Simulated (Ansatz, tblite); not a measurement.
Removing and adding an electron: the cluster Cu₃H. The state is a singlet with charge 0. Geometry: PBE-D4/def2-TZVP. Ansatz, gas phase; energy differences of separate SCF runs; the oxidised species was run as a doublet alone; the reduced species was run as a doublet alone.

```csv
atom,x (Å),y (Å),z (Å)
Cu1,-0.443,-0.535,-0.158
Cu2,0.676,1.577,-0.353
Cu3,1.267,0.273,1.438
H4,-1.501,-1.315,-0.927
```

The xTB rows come from tblite. The structure comes from a short search, and lower isomers may exist.

**Question.** Estimate orbital energies and vertical ionisation energies and electron affinities at: GFN1-xTB; GFN2-xTB; PBE-D4/def2-TZVP; PBE-D4/def2-TZVPD; r2SCAN-D4/def2-TZVP; r2SCAN-D4/def2-TZVPD; PBE0-D4/def2-TZVP; PBE0-D4/def2-TZVPD.

**Answer.** 
```csv
level,−HOMO (eV),vertical IE (eV),−LUMO (eV),vertical EA (eV),HOMO–LUMO gap (eV),IE − EA (eV),remarks
GFN1-xTB,11.13,13.84,9.77,7.11,1.36,6.73,–
GFN2-xTB,7.72,12.15,4.36,2.51,3.36,9.65,–
PBE-D4/def2-TZVP,4.91,7.76,3.71,–,1.20,–,–
PBE-D4/def2-TZVPD,4.93,–,3.72,1.57,1.21,–,HOMO above zero (-1 doublet)
r2SCAN-D4/def2-TZVP,4.91,7.63,3.45,–,1.46,–,–
r2SCAN-D4/def2-TZVPD,4.93,–,3.46,1.59,1.46,–,HOMO above zero (-1 doublet)
PBE0-D4/def2-TZVP,5.75,7.57,2.80,–,2.95,–,–
PBE0-D4/def2-TZVPD,5.77,–,2.81,1.36,2.95,–,HOMO above zero (-1 doublet)
```

   A HOMO above zero means that the electron is unbound at that level or that self-interaction error raises the level; the energy of removing that electron tells which. Raw xTB energy differences between charge states are shifted by several eV; the methods need an empirical correction for them.
